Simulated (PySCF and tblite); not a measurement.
Results of a calculation; reference values are marked as such.
C₅H₇F₃O₂, numbered as in [F:1][C:2]([F:3])([F:4])[CH:5]1[O:6][CH2:7][CH2:8][CH2:9][O:10]1.

Level: PBE0-D3(BJ)/pcSseg-1 (IEF-PCM, methanol)//GFN2-xTB, thermal terms from GFN2-xTB, symmetry numbers and mirror pairs counted. Conformers within 2.5 kcal/mol (GFN2-xTB free energy) were kept, 2 at most. (PySCF 2.14, tblite 0.8.)

Rotational constants are equilibrium values for the commonest isotopes; dipoles come from the energy level named and are polarised by its solvent model.

The 6-ring runs over atoms 5–6–7–8–9–10.

```json
{"conformer": "1", "shape": "6-ring chair (all substituents equatorial)", "symmetry": "Cs"}
{"conformer": "2", "shape": "6-ring chair (C2 axial)", "symmetry": "Cs"}
```

(1) Give the rotational constants and dipole components.

(2) Which type of transition is strongest for conformer 1?

The cap on conformers cut off some of the population, so the set may be incomplete.

Results:

(1) 
| conformer | A (MHz) | B (MHz) | C (MHz) | abs μa (D) | abs μb (D) | abs μc (D) | κ | Ic−Ia−Ib (u Å²) |
| --- | --- | --- | --- | --- | --- | --- | --- | --- |
| 1 | 2647 | 957 | 829 | 5.22 | 0.00 | 2.00 | -0.86 | -109.1 |
| 2 | 2332 | 1115 | 988 | 3.27 | 0.00 | 1.38 | -0.81 | -158.3 |

(2) a-type, since that component is clearly the largest; the top is near-prolate.


Conformer gaps in pcSseg-1 on xTB geometries can be 2 kcal/mol off for S=O, P=O and other polar bonds.